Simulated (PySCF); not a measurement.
Br₂Hg, charge -1, doublet, at the geometry of the source list (a state made from the parent by changing its charge; the spin is typed, not shown lowest) (core potentials on Hg) (in this run its highest filled SCF level lies above zero, so its values depend strongly on the basis, on diffuse functions most of all). Base run: DF-TPSS/def2-SVP run with PySCF.

Here is a job for PySCF.
```python
from pyscf import gto, scf, dft

mol = gto.M(
    atom='''
Hg   -0.00000000    0.00000000    0.00000000
Br   -0.22500000    1.90820000   -1.51100000
Br    0.22500000   -1.90820000    1.51100000
''',
    basis='def2-svp',
    ecp={'Hg': 'def2-svp'},
    charge=-1,
    spin=1,
    verbose=4,
)

mf = dft.UKS(mol)
mf.xc = 'tpss'
mf = mf.density_fit(auxbasis='def2-universal-jkfit')
mf.kernel()
```

Each row names what was changed in the base input (with any setting that the change needs).

```csv
change,ΔE vs base (µEh),grid points,electrons on the grid,outcome
base,0.0,64592,90.99998,converged
grids.level = 5,-28.1,139968,91.00000,converged
grids.prune = dft.gen_grid.sg1_prune,-,-,-,input refused
grids.becke_scheme = stratmann,-26.0,64592,91.00000,converged
grids.radi_method = gauss_chebyshev,-3.3,62832,90.99998,converged
grids.level = 4,-47.9,94832,91.00000,converged
"grids.atom_grid = (30, 110)",-8500,7320,91.00087,converged
grids.level = 2,-32.3,41560,91.00003,converged
grids.prune = dft.gen_grid.treutler_prune,-0.2,64416,90.99998,converged
grids.radi_method = mura_knowles,0.4,58616,90.99998,converged
"grids.atom_grid = (50, 194)",-198,18544,91.00003,converged
```

Open shells are given as the SCF converged; they aren't shown to be the lowest states, and a large step between rows can be another state.

- grids.prune = dft.gen_grid.sg1_prune: ended with `IndexError: index 80 is out of bounds for axis 0 with size 19`
